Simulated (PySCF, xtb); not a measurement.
BH₉Si₃, SMILES [SiH3]B([SiH3])[SiH3].

xtb 6.7.1 with GFN2-xTB at its own geometry gives an orbital gap of 1.86 eV and a dipole moment of 0.01 D.

Geometry optimised at PBE0-D3(BJ)/def2-SVP.

Problem. What does PySCF with PBE/def2-TZVP give? (Estimate from the structure and the level; the computed values follow.)

Solution. gap 2.80 eV (levels -6.85 and -4.06 eV), dipole 0.08 D.
